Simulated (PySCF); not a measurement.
Species: W(NMe)2(NH2)2, C2H10N4W (singlet state).
Bonds: W1–N2, W1–N7, W1–N12, W1–N15, N2–C3, N7–C8. Hydrogens: H4, H5, H6 on C3; H9, H10, H11 on C8; H13, H14 on N12; H16, H17 on N15.

Method: PBE0-D3(BJ)/def2-SVP geometry optimisation, gas phase, def2 core potentials past Kr in PySCF; density fitting, grid level 1; the optimiser is geomeTRIC in internal coordinates, started from a GFN2-xTB structure with every atom displaced at random (about 0.03 Å).

Step 0: E = -10008.9968 eV
```
atom  x, y, z in Å  |  force x, y, z in eV/Å
W1     -0.5180   -0.0707   -0.3958   -2.167   2.252  -0.704
N2     -0.6874    0.0072    1.3736   -0.018  -0.467  -1.492
C3     -0.4286    0.0197    2.7407    4.363   1.201   0.000
H4      0.4286    0.8474    3.0033   -2.125  -1.457  -0.349
H5     -1.2834    0.1432    3.3404   -1.566   0.481   1.068
H6      0.0866   -0.9074    3.0627   -0.246  -0.124  -0.029
N7      1.1033   -0.0298   -1.0944   -0.147  -0.340   0.105
C8      2.5283   -0.0317   -1.2928   -2.113  -0.856   3.894
H9      2.7384   -0.1285   -2.2824    0.974  -0.298  -3.471
H10     2.9341    0.8693   -0.8707    0.644   0.789   0.203
H11     2.9067   -0.9032   -0.7137    0.359   0.308  -0.365
N12    -1.4402    1.7046   -1.0380   -0.400   0.345   0.289
H13    -1.2588    2.2752   -1.9064    0.109  -1.188   1.162
H14    -2.1798    2.2734   -0.5102    1.496  -1.474  -0.692
N15    -1.5215   -1.7043   -1.0318    1.653   2.063   0.405
H16    -2.1974   -2.1633   -0.4729   -0.811  -0.700   0.496
H17    -1.2393   -2.2018   -1.8512   -0.003  -0.536  -0.519
```

Step 1: E = -10009.7852 eV
```
atom  x, y, z in Å  |  force x, y, z in eV/Å
W1     -0.5836   -0.0026   -0.4173    0.777  -1.052   0.587
N2     -0.6947    0.0272    1.3282   -0.206  -0.094   0.619
C3     -0.3769    0.0272    2.6993    0.781   0.013   0.295
H4      0.3741    0.8066    2.9599   -0.326   0.048  -0.078
H5     -1.2668    0.1685    3.3304   -0.080   0.042   0.076
H6      0.1193   -0.9139    3.0077   -0.227  -0.100  -0.034
N7      1.0382   -0.0065   -1.0799    1.064  -0.043  -0.458
C8      2.4632   -0.0169   -1.2432   -0.807  -0.132   0.450
H9      2.7210   -0.1099   -2.3049    0.173   0.055  -0.179
H10     2.9090    0.9000   -0.8271    0.109   0.094  -0.104
H11     2.9033   -0.8706   -0.7003    0.106  -0.032  -0.054
N12    -1.4083    1.5933   -0.9998   -0.914   1.959  -0.854
H13    -1.1389    2.0597   -1.8597   -0.046   0.078  -0.031
H14    -2.1061    2.1381   -0.5052   -0.004  -0.023   0.029
N15    -1.5109   -1.5946   -1.0280   -0.274  -0.652  -0.178
H16    -2.1984   -2.0658   -0.4516   -0.072  -0.113  -0.083
H17    -1.2722   -2.1403   -1.8482   -0.054  -0.046  -0.003
```

Step 2: E = -10009.8849 eV
```
atom  x, y, z in Å  |  force x, y, z in eV/Å
W1     -0.5871    0.0003   -0.4130   -0.179   0.693  -0.112
N2     -0.6860    0.0153    1.3537   -0.019  -0.069  -0.484
C3     -0.3426    0.0124    2.7264   -0.356  -0.432   0.101
H4      0.3687    0.7952    2.9786    0.350   0.519   0.066
H5     -1.2397    0.1595    3.3646    0.160  -0.057  -0.119
H6      0.1352   -0.9388    3.0306   -0.125  -0.020  -0.051
N7      1.0525   -0.0192   -1.0788   -0.183  -0.057   0.110
C8      2.4698   -0.0345   -1.2255   -0.192   0.091  -0.202
H9      2.7522   -0.1260   -2.2992   -0.050   0.067   0.309
H10     2.9293    0.8904   -0.8253   -0.052  -0.059  -0.093
H11     2.9311   -0.8810   -0.6904   -0.018  -0.077   0.033
N12    -1.4628    1.6938   -1.0531    0.694  -1.143   0.219
H13    -1.2013    2.1598   -1.9088    0.089   0.118  -0.224
H14    -2.1567    2.2232   -0.5563   -0.304   0.191   0.288
N15    -1.5101   -1.6380   -1.0304    0.069   0.072   0.201
H16    -2.2056   -2.1199   -0.4639    0.089   0.067  -0.101
H17    -1.2755   -2.1930   -1.8489    0.027   0.098   0.057
```

Problem. Estimate the geometry and energy of step 3. (The exact step hangs on the optimiser's Hessian estimate; all steps are aligned on step 2, rigid shifts and turns removed.)

Solution. E = -10009.9283 eV, largest force 0.370 eV/Å
```
atom  x, y, z in Å  |  force x, y, z in eV/Å
W1     -0.5917    0.0063   -0.4148   -0.283   0.211  -0.111
N2     -0.6905    0.0173    1.3437   -0.032  -0.012  -0.022
C3     -0.3372    0.0134    2.7139    0.201   0.101   0.109
H4      0.3889    0.8180    2.9574   -0.145  -0.111  -0.047
H5     -1.2254    0.1584    3.3549    0.020   0.006  -0.006
H6      0.1332   -0.9427    3.0098   -0.036   0.005  -0.011
N7      1.0381   -0.0180   -1.0782    0.079  -0.032  -0.052
C8      2.4496   -0.0368   -1.2161   -0.067  -0.021   0.008
H9      2.7401   -0.1280   -2.2788    0.015   0.017   0.041
H10     2.9061    0.8873   -0.8192    0.016   0.007  -0.022
H11     2.8997   -0.8875   -0.6737    0.011  -0.001  -0.004
N12    -1.4481    1.6745   -1.0482    0.077  -0.124   0.041
H13    -1.1931    2.1555   -1.9059    0.004  -0.031   0.049
H14    -2.1480    2.2046   -0.5371    0.059  -0.066  -0.012
N15    -1.5054   -1.6313   -1.0267    0.086   0.062   0.091
H16    -2.2003   -2.1233   -0.4740    0.010  -0.007  -0.051
H17    -1.2448   -2.1682   -1.8468   -0.016  -0.004  -0.001
```

The energy changes by -0.0434 eV. The first-order estimate −F·Δx gives -0.0809 eV and the mean of the old and new forces, exact on a quadratic surface, -0.0433 eV. The step makes an angle of 65° with the force vector and moves no atom by more than 0.039 Å.

The cost below is that of the whole optimisation. On an Arm Neoverse V1 with one thread, shared host, this took 2.4 min wall and 0.67 GiB of memory at its peak.
